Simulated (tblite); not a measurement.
Compound: C7H10NOP.
Structure used (GFN2-xTB), in Å, numbered top down from 1:
```xyz
20
C7H10NOP angstrom
C     -3.070   -0.326   -0.521
C     -2.344    0.345    0.644
N     -0.940    0.516    0.354
C     -0.440    1.606   -0.281
P      1.245    1.540   -0.577
C      1.258   -0.060    0.195
C      2.422   -0.922    0.385
C      3.734   -0.340   -0.078
O      2.332   -2.027    0.882
C     -0.008   -0.414    0.611
H     -2.637   -1.303   -0.723
H     -2.986    0.280   -1.419
H     -4.121   -0.454   -0.280
H     -2.781    1.328    0.839
H     -2.439   -0.266    1.545
H     -1.109    2.408   -0.540
H      3.677   -0.116   -1.142
H      3.926    0.591    0.452
H      4.542   -1.043    0.108
H     -0.266   -1.331    1.108
```

Computed values, GFN2-xTB/tblite, gas phase, harmonic and unscaled. Against measured fundamentals such values can be off by several per cent, at times by over 20. One conformer, not necessarily the lowest.

Harmonic wavenumbers (cm⁻¹): 39.3, 46.2, 100.8, 111.4, 141.5, 170.1, 202.4, 308.9, 341.5, 380.6, 427.5, 428.9, 541.3, 565.9, 594.3, 604.9, 717.3, 745.1, 795.7, 825.7, 932.0, 951.4, 982.6, 987.3, 1032.7, 1059.5, 1088.0, 1100.5, 1162.5, 1200.3, 1233.3, 1251.2, 1321.9, 1363.3, 1387.2, 1408.7, 1431.6, 1446.0, 1455.0, 1462.4, 1483.0, 1486.2, 1494.9, 1714.4, 2968.0, 2974.9, 3016.3, 3022.9, 3042.9, 3047.5, 3052.6, 3054.3, 3113.1, 3134.1.

A = 2184, B = 736.0, C = 581.2 MHz; mass 155.050 u (most abundant isotopes); point group C1, symmetry number 1.

**Question.** Zero-point energy?

**Answer.** Half the sum of the wavenumbers: 34476 cm⁻¹ = 98.57 kcal/mol.

**Question.** Give the ideal-gas entropy at 350 K and 1 bar in the rigid-rotor, harmonic-oscillator model (classical rotation).

**Answer.** Translation 41.85, rotation 30.70, vibration 39.32: S = 111.9 cal/(mol K).

**Question.** And Cp and H(350 K) − H(0)?

**Answer.** Cp = 46.46 cal/(mol K), of which vibrations give 38.51 (their classical limit is 54 R = 107.3); H(350 K) − H(0) = 9.73 kcal/mol without the zero-point energy, 6.95 from vibrations.

**Question.** How do the functions run with temperature in this model?

**Answer.** 
```tsv
T (K)	S (cal/(mol K))	Cp (cal/(mol K))	H − H(0) (kcal/mol)	G − H(0) (kcal/mol)	ln q(vib)
100	73.6	20.3	1.42	-5.93	2.37
200	90.8	30.5	3.96	-14.19	5.44
300	105.1	41.1	7.54	-24.00	8.36
500	130.9	60.6	17.80	-47.65	14.03
800	163.9	79.4	39.05	-92.03	22.08
1000	182.5	87.4	55.77	-126.70	27.05
```

q(vib) and H(0) count from the zero-point level.

**Question.** What must be added to the electronic energy to get the Gibbs energy at 350 K and 1 bar?

**Answer.** ZPE + [H(350 K) − H(0)] − T·S = 98.57 + 9.73 − 39.15 = 69.15 kcal/mol.

**Question.** Blend soft modes into free rotors: weight 1/[1 + (100 cm⁻¹/ν̃)⁴] for the oscillator and the rest for a rotor with moment μB/(μ + B), μ = h/(8π²ν), B = 10⁻⁴⁴ kg m². What vibrational entropy results?

**Answer.** 35.52 cal/(mol K) in place of 39.32, which changes −T·S at 350 K by +1.33 kcal/mol.

**Question.** Which modes carry the vibrational entropy at 350 K?

**Answer.** 39.3 cm⁻¹: 5.61; 46.2 cm⁻¹: 5.29; 100.8 cm⁻¹: 3.75; 111.4 cm⁻¹: 3.56; 141.5 cm⁻¹: 3.09; 170.1 cm⁻¹: 2.74 cal/(mol K); the other 48 give 15.28 together.

Hindered rotation and anharmonicity are outside this model. Other conformers, if any are populated, would add a mixing term that is left out. The structure is chiral; the term R ln 2 for an equal mix with its mirror image is left out.
